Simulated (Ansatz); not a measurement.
Consider the formal loss of a carbene: `FC/C=N\[SiH3]` → `F/C=N/[SiH3]` + `[CH2]` (triplet).

Computed with Ansatz on PBE0-D4/def2-TZVP structures; ΔE is electronic, products minus reactants. CCSD(T)/CBS adds triple-zeta CCSD(T) − MP2 to the extrapolated MP2 energy (def2 sets, frozen cores). This one scheme is used for every species. Double bonds are as drawn, so ΔE can hold a change between cis and trans. Functionals use def2-TZVPP. B3LYP here is the variant with VWN-RPA as its local correlation; programs differ in this. Triplets are unrestricted, without spin–orbit coupling. Each species was taken in one conformer, which may not be the lowest.

`FC/C=N\[SiH3]`:

Cartesian coordinates in Å:
```
F 0.626 1.502 -0.115
C -0.401 1.326 0.776
C -0.895 -0.090 0.795
N -0.489 -1.065 0.123
Si 0.772 -1.198 -1.078
H -0.053 1.605 1.778
H -1.225 1.997 0.504
H -1.721 -0.228 1.512
H 0.780 -2.616 -1.518
H 0.496 -0.348 -2.265
H 2.110 -0.884 -0.511
```

`F/C=N/[SiH3]`:

```xyz
8

F    -0.450    0.933   -2.529
C     0.047    0.419   -1.401
N    -0.640    0.329   -0.379
Si   -0.112   -0.317    1.142
H     1.088    0.127   -1.569
H    -0.988   -1.463    1.481
H     1.307   -0.775    1.092
H    -0.251    0.747    2.164
```

`[CH2]` (triplet):

Cartesian coordinates in Å:
```
C -0.276 0.012 0.006
H 0.184 0.762 0.630
H 0.092 -0.774 -0.636
```

(1) Is it downhill or uphill in electronic energy at CCSD(T)/CBS, and by how much? (Estimate.)

(2) What do these levels give: B3LYP-D4, r2SCAN, CCSD/def2-TZVPP, CCSD(T)/def2-TZVPP, HF/def2-QZVPP, MP2/def2-QZVPP? (Best estimate.)

Largest T1 diagnostic among the species: 0.014.

## Answers

(1) Ansatz gave: Uphill: ΔE = +380.5 kJ/mol.

(2) Ansatz gave: B3LYP-D4 373.4, r2SCAN 351.0, CCSD/def2-TZVPP 358.0, CCSD(T)/def2-TZVPP 367.9, HF/def2-QZVPP 235.4, MP2/def2-QZVPP 382.3 kJ/mol.

The D4 term adds +12.0 kJ/mol with B3LYP and +6.4 kJ/mol with PBE0; it sums over pairs of atoms, weighted by their polarisabilities, and B3LYP, whose exchange is more repulsive, gets the larger term. From PBE to PBE0 (25 % exact exchange), in def2-TZVPP and without D4, ΔE moves by −6.3 kJ/mol.
